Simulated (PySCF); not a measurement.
Compound: tetrasilane, Si₄H₁₀.
SMILES with atom numbers: `[SiH3:1][SiH2:2][SiH2:3][SiH3:4]` (hydrogens: H5, H6, H7 on Si1; H8, H9 on Si2; H10, H11 on Si3; H12, H13, H14 on Si4)

The calculation used PBE0-D3(BJ)/def2-SVP geometry optimisation, gas phase in PySCF 2.14.0.

(1) Give the optimised bond lengths and angles.

Answers

(1) 
| bond | length (pm) |
| --- | --- |
| Si1–Si2, Si3–Si4 | 234.6 |
| Si2–Si3 | 234.6 |
| Si1–H5 and 5 like bonds | 149.5 |
| Si2–H8 and 3 like bonds | 149.8 |

Bonds in one row agree within 1 pm and their mean is given. A selection of angles:
| angle | degrees |
| --- | --- |
| Si2–Si1–H5 | 111.3 |
| Si2–Si1–H6 | 109.6 |
| H5–Si1–H6 | 109.0 |
| Si1–Si2–Si3 | 108.8 |
| Si1–Si2–H8 | 109.4 |
| Si3–Si2–H8 | 109.2 |
| Si3–Si2–H9 | 110.8 |
| H8–Si2–H9 | 108.5 |

Torsions: Si1–Si2–Si3–Si4 57° (synclinal). The mirror-image conformer, all signs reversed, is as good.

All 3 Si–Si bonds measure 2.346 Å. Si1 (SiH3 silicon) is tetrahedral (angles from 108.6° to 111.3°). Si2 (SiH2 silicon) is tetrahedral (angles from 108.5° to 110.8°).

Point group: C2 (every atom within 0.08 Å of its image). Not checked by PBE0-D3(BJ)/def2-SVP frequencies. The numbers are those of one conformer.

The run took 42 s on one thread of an Arm Neoverse V1, no GPU (shared host), and the process peaked at 0.51 GiB of memory. That covers the optimisation of the geometry.
